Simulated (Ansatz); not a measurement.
`CCC1CCCC1` → `C=C(CC)C(C)C`  (isomerisation)

Program: Ansatz. Geometries: PBE0-D4/def2-TZVP. ΔE: electronic, gas phase. CCSD(T)/CBS adds triple-zeta CCSD(T) − MP2 to the extrapolated MP2 energy (def2 sets, frozen cores). Functionals use def2-TZVPP. B3LYP here is the variant with VWN-RPA as its local correlation; programs differ in this. One conformer a species, not always the lowest.

**Question.** Is it downhill or uphill in electronic energy at CCSD(T)/CBS, and by how much? (An estimate is asked.)

**Answer.** Ansatz gave: Uphill: ΔE = +56.1 kJ/mol.

**Question.** What do these levels give: revPBE-D4, r2SCAN-D4, PBE0-D4, B2PLYP, revPBE, PBE0, B3LYP, r2SCAN0, BHLYP, CAM-B3LYP, MP2/def2-TZVPP, CCSD/CBS(def2)? (An estimate is asked.)

**Answer.** Ansatz gave: revPBE-D4 56.4, r2SCAN-D4 57.7, PBE0-D4 69.7, B2PLYP 50.2, revPBE 52.8, PBE0 70.3, B3LYP 44.9, r2SCAN0 67.7, BHLYP 55.7, CAM-B3LYP 55.7, MP2/def2-TZVPP 62.2, CCSD/CBS(def2) 59.1 kJ/mol.

Largest T1 diagnostic among the species: 0.009.

Leaving LDA and LC-ωPBE aside and taking each functional with its dispersion term where it has one, the values, not all of them listed here, spread over 42.5 kJ/mol, from BLYP-D4 to PBE-QIDH. LDA lies +19.4 kJ/mol from PBE without D4. At CCSD(T), def2-SVP lies +4.8 kJ/mol from the extrapolated value and def2-TZVPP +0.6 kJ/mol.
